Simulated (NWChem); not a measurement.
Species: CH₅MgNO; SMILES C[O][Mg][NH2]

```xyz
9

Mg     0.0000     0.6731    -0.0007
O      0.0000    -1.1014    -0.0017
C      0.0000    -2.4716     0.0014
H      0.8054    -2.8942    -0.6340
H      0.1479    -2.8914     1.0177
H     -0.9533    -2.8937    -0.3777
N      0.0000     2.5594     0.0010
H     -0.8161     3.1638     0.0002
H      0.8163     3.1636     0.0002
```
Atoms are numbered in this order, from 1.

Results from NWChem. The geometry was optimised at PBE0/def2-SVP.

For level PBE/aug-cc-pVDZ:

| Item | Result |
|---|---|
| highest occupied level (eV) | -5.05 |
| orbital gap (eV) | 3.30 |
| dipole (D) | 0.71 |

How do the values read with level PBE/cc-pVDZ instead?


| Quantity | Value |
|---|---|
| highest occupied level (eV) | -4.59 |
| orbital gap (eV) | 3.07 |
| dipole (D) | 0.95 |
